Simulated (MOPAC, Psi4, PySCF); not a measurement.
Interaction energy of C2H6 ··· O2S (SMILES CC and O=S=O). Monomers: optimised at B3LYP-D3(BJ) (def2-TZVP), held rigid. Orientation: a random orientation, not optimised. R is the distance of the centres of mass, along which the second monomer moves.

Geometry at R = 4.66 Å (first 8 atoms: monomer A):
```
11

C      0.7614    -0.0474     0.0203
C     -0.7614     0.0474    -0.0203
H      1.2092     0.8938     0.3451
H      1.1706    -0.2847    -0.9638
H      1.0923    -0.8255     0.7110
H     -1.0923     0.8255    -0.7110
H     -1.1706     0.2847     0.9638
H     -1.2092    -0.8938    -0.3451
O      3.7213     4.0238    -0.4201
S      3.7058     2.6428    -0.0174
O      3.8837     1.6253    -1.0186
```

Methods: RHF/6-31G* = restricted Hartree-Fock/6-31G*, spherical d, no counterpoise correction (PySCF); PM6, restricted, heats of formation (MOPAC); RKS-M06-2X/6-31G* = restricted M06-2X/6-31G*, spherical d, no counterpoise correction (PySCF 2.14.0); SAPT0/jun-cc-pVDZ, frozen core (Psi4).

Interaction energies in kJ/mol; the last columns give the difference from SAPT0:

| R / Å | RHF/6-31G* | PM6 | RKS-M06-2X/6-31G* | SAPT0/jun-cc-pVDZ | RHF/6-31G* − SAPT0/jun-cc-pVDZ | PM6 − SAPT0/jun-cc-pVDZ | RKS-M06-2X/6-31G* − SAPT0/jun-cc-pVDZ |
|---|---|---|---|---|---|---|---|
| 4.09 | 14.02 | 6.77 | 1.64 | 8.43 | 5.59 | -1.66 | -6.79 |
| 4.24 | 7.74 | 3.78 | -1.44 | 4.04 | 3.70 | -0.26 | -5.48 |
| 4.44 | 3.13 | 1.85 | -2.82 | 0.96 | 2.17 | 0.90 | -3.78 |
| 4.66 | 0.85 | 0.98 | -2.80 | -0.47 | 1.32 | 1.46 | -2.33 |
| 4.88 | 0.00 | 0.59 | -2.32 | -0.92 | 0.92 | 1.52 | -1.40 |
| 5.05 | -0.21 | 0.42 | -1.93 | -0.97 | 0.77 | 1.39 | -0.96 |
| 5.39 | -0.20 | 0.24 | -1.23 | -0.80 | 0.61 | 1.05 | -0.43 |
| 5.69 | -0.09 | 0.18 | -0.75 | -0.61 | 0.51 | 0.79 | -0.14 |
| 6.20 | 0.01 | 0.14 | -0.23 | -0.35 | 0.36 | 0.49 | 0.12 |
| 6.84 | 0.03 | 0.11 | -0.01 | -0.18 | 0.21 | 0.29 | 0.17 |
| 7.85 | 0.01 | 0.07 | 0.02 | -0.07 | 0.09 | 0.14 | 0.09 |
| 9.14 | 0.00 | 0.04 | 0.01 | -0.03 | 0.03 | 0.07 | 0.04 |

RHF/6-31G* is furthest from SAPT0/jun-cc-pVDZ at 4.09 (5.59 kJ/mol, above); its mean absolute difference over the points is 1.36 kJ/mol.

PM6 is furthest from SAPT0/jun-cc-pVDZ at 4.09 (-1.66 kJ/mol, below); its mean absolute difference over the points is 0.83 kJ/mol.

RKS-M06-2X/6-31G* is furthest from SAPT0/jun-cc-pVDZ at 4.09 (-6.79 kJ/mol, below); its mean absolute difference over the points is 1.81 kJ/mol.
